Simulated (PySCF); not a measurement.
Breaking a bond: HCl (cation, charge +1), doublet.

Method: PySCF with CCSD(T) on UHF/cc-pVDZ, 5 core orbitals frozen.

Relative to R = 1.32 Å, what are the energies at R = 1.44, 2.89, 3.99, 4.68 Å?

3.1 kcal/mol at 1.44 Å, 92.0 kcal/mol at 2.89 Å, 100.7 kcal/mol at 3.99 Å, 101.0 kcal/mol at 4.68 Å.

The unrestricted determinant behind UCCSD(T) is spin-contaminated at 1.98 to 5.29 Å (<S²> up to 1.8, against 0.75 for a pure doublet).
